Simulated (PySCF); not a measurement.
# [AsN2]-: bending curve

Method: PySCF, PBE0, basis As def2-TZVPD, N def2-TZVPD (no relativity, density fitting).

Rigid scan from the singlet minimum (As–N 1.646 Å (×2); N–As–N 180.0°). Coordinate: the N–As–N angle, bonds fixed. Energies in kJ/mol from the minimum.

```csv
bond angle (°),E (kJ/mol),"dipole size (D, about the centre of mass)"
80,130.9,4.61
90,155.1,4.25
100,302.3,3.74
110,204.5,3.30
120,135.8,2.84
130,86.9,2.39
140,52.0,1.92
150,27.8,1.45
160,11.8,0.98
170,2.8,0.49
180,0.0,0.00
```

Other isomers or separated fragments may lie lower.

The scan took 21 s on 2 threads of a shared Arm Neoverse V1 host; the process peaked at 1.1 GiB. Launch command: `OMP_NUM_THREADS=2 python axn.py task.json out`.
